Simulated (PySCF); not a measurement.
This script is equivalent to a calculation on Zn (zinc, neutral).

```python
from pyscf import gto, scf, dft, mp, cc
import basis_set_exchange as bse
mol = gto.M(atom="Zn 0 0 0", charge=0, spin=0, symmetry="D2h",
            basis=gto.basis.parse(bse.get_basis("def2-TZVP", elements=["Zn"], fmt="nwchem", header=False)))
mf = scf.UHF(mol)
mf.irrep_nelec = {'Ag': (6, 6), 'B1g': (1, 1), 'B2g': (1, 1), 'B3g': (1, 1), 'B1u': (2, 2), 'B2u': (2, 2), 'B3u': (2, 2)}
mf.kernel()
```

(1) What total energy does it give?

(2) Which occupied shell lies highest, and where?

Results:

(1) -1777.80707 hartree (calculated).

(2) 4s, at -7.966 eV.
